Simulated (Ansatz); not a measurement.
Reaction (formal loss of a carbene): `[CH3][Al]([SH])[Br]` → `[CH2]` (triplet) + `[SH][AlH][Br]`

Gas-phase electronic energies from Ansatz, PBE0-D4/def2-TZVP geometries. CBS: MP2 limit from def2 TZ/QZ plus the TZ coupled-cluster correction, frozen cores. This one scheme is used for every species. Functionals use def2-TZVPP. HSE06 is defined as in plane-wave codes. Triplets are unrestricted, without spin–orbit coupling. For Br outer-core shells are correlated without core-valence functions, which leaves a few kJ/mol of doubt a bond. Scalar relativity is left out up to krypton. Each species was taken in one conformer, which may not be the lowest.

`[CH3][Al]([SH])[Br]`:

```xyz
8

C     0.753    0.189   -0.892
Al   -0.566   -0.542    0.323
S    -1.259    0.432    2.142
Br   -1.520   -2.547   -0.083
H     1.602   -0.494   -0.984
H     0.324    0.302   -1.892
H     1.127    1.161   -0.567
H    -0.462    1.499    1.953
```

`[CH2]` (triplet):

Z-matrix (Å, degrees):
```
C
H 1 1.079
H 1 1.079 2 134.9
```

`[SH][AlH][Br]`:

Z-matrix (Å, degrees):
```
Al
S 1 2.170
Br 1 2.253 2 118.8
H 1 1.569 2 120.6 3 -179.9
H 2 1.345 1 93.1 3 -0.1
```

**Question.** Is it downhill or uphill in electronic energy at CCSD(T)/CBS, and by how much? (Estimate.)

**Answer.** Computed: Uphill: ΔE = +485.2 kJ/mol.

**Question.** What do these levels give: r2SCANh-D4, HSE06-D4, BHLYP-D4, CAM-B3LYP-D4, ωB97M-V, B2PLYP, PBE, revPBE, r2SCAN, RPA@PBE/def2-TZVPP, MP2/def2-TZVPP, SCS-MP2/def2-TZVPP? (Best estimate.)

**Answer.** The calculation gave: r2SCANh-D4 463.3, HSE06-D4 483.0, BHLYP-D4 465.1, CAM-B3LYP-D4 480.7, ωB97M-V 488.0, B2PLYP 475.5, PBE 485.6, revPBE 461.2, r2SCAN 463.6, RPA@PBE/def2-TZVPP 461.5, MP2/def2-TZVPP 488.0, SCS-MP2/def2-TZVPP 484.9 kJ/mol.

**Question.** What do rigid-rotor, harmonic-oscillator terms from PBE0-D4/def2-TZVP frequencies (298.15 K, 1 bar) make of the CCSD(T)/CBS value? (Estimate.)

**Answer.** Ansatz gave: ΔZPE = -30.4 kJ/mol, ΔH = +459.1 kJ/mol, ΔS = 140 J/(mol·K), ΔG = +417.3 kJ/mol. Open shells count their whole term as degenerate. Modes under 50 cm⁻¹ make the entropy rough.

Largest T1 diagnostic among the species: 0.011.

At CCSD(T), def2-SVP lies −30.8 kJ/mol from the extrapolated value and def2-TZVPP −12.6 kJ/mol. Leaving LDA and LC-ωPBE aside and taking each functional with its dispersion term where it has one, the values, not all of them listed here, spread over 32.0 kJ/mol, from r2SCAN0-D4 to ωB97X-V. LDA lies +69.3 kJ/mol from PBE without D4.
